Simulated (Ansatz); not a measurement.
Cost and result for the atomization energy of `BO[SiH2][GeH2][F]` (11 atoms, 10 bonds).

```xyz
11

B    -0.5143    2.1868   -0.7185
O     0.0397    1.3801    0.2120
Si    0.9839    0.0254    0.0729
Ge   -0.3355   -1.8577    0.7226
F    -1.6633   -1.9032   -0.4193
H    -0.2997    1.9910   -1.8855
H    -1.2049    3.0878   -0.3373
H     2.1425    0.1790    0.9883
H     1.4589   -0.1384   -1.3259
H    -0.9906   -1.7390    2.1092
H     0.3832   -3.2119    0.5815
```

Total charge 0; spin multiplicity 1. Correlated methods include outer-core shells of Ge, which these sets cover unevenly. Scalar relativity is left out up to krypton. All single points use the PBE0-D4/def2-TZVP geometry. It is one conformer, not always the lowest. Program: Ansatz. All runs use 4 threads of an Arm Neoverse V1 on a shared host. Times are those of one run each, without the atoms' runs, and a repeat can differ threefold. Electronic energies, without spin–orbit coupling; frozen cores. CCSD(T)/CBS adds CCSD(T) − MP2 in def2-TZVPP to the MP2 limit, and its time is that of the two runs behind it. T1 = 0.013. With those shells the extrapolation isn't a true limit. B3LYP takes the VWN-RPA correlation (the form of Gaussian; ORCA's B3LYP/G).

CCSD(T)/CBS is a level of theory with its own doubt, some kJ/mol a heavy atom from the limit and from the frozen cores, so smaller differences don't rank the functionals.

| level | functions | wall time |
| --- | --- | --- |
| PBE-D4/def2-TZVPP (with forces) | 267 | 3.3 s |
| PBE0-D4/def2-TZVPP | 267 | 4.6 s |
| r2SCAN-D4/def2-TZVPP (with forces) | 267 | 6.5 s |
| B3LYP-D4/def2-TZVPP (with forces) | 267 | 7 s |
| B2PLYP/def2-TZVPP | 267 | 8.5 s |
| ωB97X-V/def2-TZVPP | 267 | 11 s |
| ωB97M-V/def2-TZVPP (with forces) | 267 | 17 s |
| MP2/def2-QZVPP | 510 | 35 s |
| CCSD(T)/def2-TZVPP | 267 | 6.1 min |
| CCSD(T)/CBS(def2) | – | 6.6 min |

(1) What atomization energy does each give, and how far from CCSD(T)/CBS? (Estimate.)

## Answers

(1) The calculation gave: 
| level | atomization (kJ/mol) | difference from CCSD(T)/CBS | per bond |
| --- | --- | --- | --- |
| PBE-D4/def2-TZVPP (with forces) | 3720.7 | -3.2 | -0.3 |
| PBE0-D4/def2-TZVPP | 3670.8 | -53.1 | -5.3 |
| r2SCAN-D4/def2-TZVPP (with forces) | 3728.0 | 4.1 | 0.4 |
| B3LYP-D4/def2-TZVPP (with forces) | 3708.1 | -15.8 | -1.6 |
| B2PLYP/def2-TZVPP | 3678.0 | -45.9 | -4.6 |
| ωB97X-V/def2-TZVPP | 3740.8 | 16.9 | 1.7 |
| ωB97M-V/def2-TZVPP (with forces) | 3714.1 | -9.8 | -1.0 |
| MP2/def2-QZVPP | 3739.2 | 15.3 | 1.5 |
| CCSD(T)/def2-TZVPP | 3636.9 | -87.0 | -8.7 |
| CCSD(T)/CBS(def2) | 3723.9 | 0.0 | 0.0 |

The D4 term adds +35.7 kJ/mol with B3LYP and +18.9 kJ/mol with PBE0; it sums over pairs of atoms, weighted by their polarisabilities, and B3LYP, whose exchange is more repulsive, gets the larger term. From PBE to PBE0 (25 % exact exchange), in def2-TZVPP and without D4, the atomization energy moves by −46.7 kJ/mol: exact exchange takes away binding that semilocal exchange gives to molecules. In def2-TZVPP, CCSD(T) changes the Hartree–Fock value by +842.0 kJ/mol (the triples alone add +44.4 kJ/mol) and MP2 by +891.7 kJ/mol; breaking electron pairs costs correlation energy, which Hartree–Fock lacks.
